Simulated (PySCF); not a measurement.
Geometry (Å), atoms numbered from 1 in this order:
```xyz
22

C     3.095   -0.356    0.989
Si    2.492    0.743   -0.434
C     0.587    0.873   -0.309
O     0.125   -0.464   -0.411
C    -1.191   -0.771   -0.295
Si   -1.310   -2.654   -0.506
C    -2.229    0.046   -0.073
Si   -2.405    1.887    0.186
F    -4.001    2.096    0.335
H     2.611   -1.329    0.954
H     2.873    0.088    1.956
H     4.167   -0.516    0.938
H     2.818    0.146   -1.732
H     3.042    2.102   -0.341
H     0.161    1.480   -1.112
H     0.263    1.312    0.638
H    -0.452   -3.279    0.503
H    -0.828   -3.003   -1.843
H    -2.703   -3.066   -0.328
H    -3.180   -0.470   -0.021
H    -1.886    2.407    1.450
H    -2.060    2.745   -0.944
```

Rapidly exchanging positions averaged, a single conformation, in vacuum, non-relativistic. GIAO PBE0/pcSseg-1 shieldings; coordinates at the GFN2-xTB level; PySCF.

Referencing at the same level of theory: TMS for 13C, 1H, 29Si; 17O against H2O; 19F vs CFCl3.

```
      atoms  nucleus  count  δ (ppm)
         O4      17O      1        ?
         C3      13C      1     55.4
         C5      13C      1        ?
        Si2     29Si      1        ?
        Si8     29Si      1    -14.5
        Si6     29Si      1        ?
         C1      13C      1     -8.6
H10/H11/H12       1H      3        ?
    H21/H22       1H      2     5.78
    H13/H14       1H      2     4.29
H17/H18/H19       1H      3     4.11
    H15/H16       1H      2     3.47
         F9      19F      1   -214.3
         C7      13C      1    105.9
        H20       1H      1     5.15
```

Q: Estimate the values marked ?.

A: 
- C5: 183.6 ppm, alkene carbon bearing oxygen; an sp2 carbon further deshielded by the attached heteroatom
- H10/H11/H12: 0.33 ppm, hydrogen on a methyl carbon bonded to Si; an electropositive neighbour shields it, as in TMS itself
- Si2: -43.7 ppm, silicon bonded to 2 C, 2 H
- Si6: -70.6 ppm, silicon bonded to C, 3 H
- O4: 152.9 ppm, ether oxygen

Shifts are as computed. Against solution values, carbons near 30 ppm lie about +3 ppm off and those near 130 ppm about +5 ppm. Of 1211 compounds with measured shifts, 218 miss one by over three times the rms of a fit or turn the order of signals round; such compounds aren't used in these exercises. Unscaled 19F shifts against computed CFCl3 carry errors that often reach 10 to 50 ppm. Experimental scales use liquid or dissolved standards, which lie at an offset from isolated H2O (liquid H2O: subtract about 36 ppm).
